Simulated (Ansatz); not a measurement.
Si₃₇H₅₁, a nanocrystal with a defect cut from the lattice of silicon (one cap removed), 88 atoms. Hardware: 11 threads of AMD EPYC 7R13 on a shared host and a whole NVIDIA H100 80GB HBM3.

Correlated methods freeze 185 core orbitals. Single mean-field runs in 6-31G, def2-SVP are fitted with def2-universal-jkfit.

**Question.** How many basis functions does each of these Ansatz runs have, and roughly what does it cost? HF/STO-3G, charge 0 doublet, energy; PBE0-D4/def2-SVP, charge 0 doublet, energy and forces, from earlier orbitals; r2SCAN-D4/def2-SVP, charge 0 doublet, energy, from earlier orbitals; B3LYP-D4/def2-SVP, charge 0 doublet, energy and forces, from earlier orbitals; B3LYP-D4/6-31G, charge 0 doublet, energy; PBE0-D4/def2-SVP, charge -1 singlet at the geometry of the charge 0 doublet, energy; B3LYP-D4/def2-SVP, charge -1 singlet at the geometry of the charge 0 doublet, energy, from earlier orbitals; B3LYP-D4/def2-SVP, charge 1 singlet at the geometry of the charge 0 doublet, energy, from earlier orbitals; PBE-D4/def2-SVP, charge 0 doublet, energy, from earlier orbitals; PBE0-D4/def2-SVP, charge 1 singlet at the geometry of the charge 0 doublet, energy; HF/6-31G, charge 0 doublet, energy; MP2/def2-SVP, charge 0 doublet, energy, from earlier orbitals.

**Answer.** Other jobs shared the machine, so times can vary by a factor of up to 3.

| run | functions | fitting or Cholesky vectors | wall time | peak host memory (GiB) |
| --- | --- | --- | --- | --- |
| HF/STO-3G, charge 0 doublet, energy | 384 | 4345 | 4 s | 1.1 |
| PBE-D4/def2-SVP, charge 0 doublet, energy, from earlier orbitals | 921 | 5654 | 6.5 s | 1.7 |
| HF/6-31G, charge 0 doublet, energy | 583 | 5654 | 7 s | 1.3 |
| PBE0-D4/def2-SVP, charge -1 singlet at the geometry of the charge 0 doublet, energy | 921 | 5654 | 7 s | 1.4 |
| B3LYP-D4/def2-SVP, charge 1 singlet at the geometry of the charge 0 doublet, energy, from earlier orbitals | 921 | 5654 | 7.5 s | 1.5 |
| B3LYP-D4/def2-SVP, charge -1 singlet at the geometry of the charge 0 doublet, energy, from earlier orbitals | 921 | 5654 | 7.5 s | 1.5 |
| PBE0-D4/def2-SVP, charge 1 singlet at the geometry of the charge 0 doublet, energy | 921 | 5654 | 7.5 s | 1.4 |
| B3LYP-D4/6-31G, charge 0 doublet, energy | 583 | 5654 | 8 s | 1.5 |
| r2SCAN-D4/def2-SVP, charge 0 doublet, energy, from earlier orbitals | 921 | 5654 | 9 s | 2.3 |
| B3LYP-D4/def2-SVP, charge 0 doublet, energy and forces, from earlier orbitals | 921 | 5654 | 19 s | 9.9 |
| PBE0-D4/def2-SVP, charge 0 doublet, energy and forces, from earlier orbitals | 921 | 5654 | 19 s | 9.9 |
| MP2/def2-SVP, charge 0 doublet, energy, from earlier orbitals | 921 | 8845 | 21 s | 2.2 |
